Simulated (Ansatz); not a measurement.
CH3NO, SMILES `N[C]O` (excited triplet) (charge 0, multiplicity 3). This triplet is an excited state, 2.56 eV above the relaxed singlet at the level frozen-core CCSD(T)/cc-pVTZ // PBE0-D3(BJ)/def2-TZVP (Ansatz, a first-principles code).

Cartesian coordinates (Å):
```xyz
6

N     -0.8382    -0.1738     0.1027
C      0.2909     0.4289     0.6080
O      1.4793     0.4797    -0.0131
H     -1.3241    -0.7738     0.7546
H     -1.4926     0.4389    -0.3743
H      1.8848    -0.4000    -0.0480
```
Charge 0, spin multiplicity 3.

Frozen-core energies in 6-31g from Ansatz at a geometry from PBE0-D3(BJ)/def2-TZVP; the HF reference has <S^2> = 2.01 and the T1 diagnostic is 0.018.

| level | energy (Ha) |
|---|---|
| HF | -168.74086 |
| MP2 | -169.02007 |
| CCSD | -169.04155 |

Task: Estimate the energies of CCSD(T), CCSDT and CCSDT(Q), and give each level's difference from CCSDT(Q).

Result: 
```csv
level,energy (Ha),difference from CCSDT(Q) (mHa)
MP2,-169.02007,28.75
CCSD,-169.04155,7.28
CCSD(T),-169.04733,1.49
CCSDT,-169.04794,0.88
CCSDT(Q),-169.04882,0.00
```
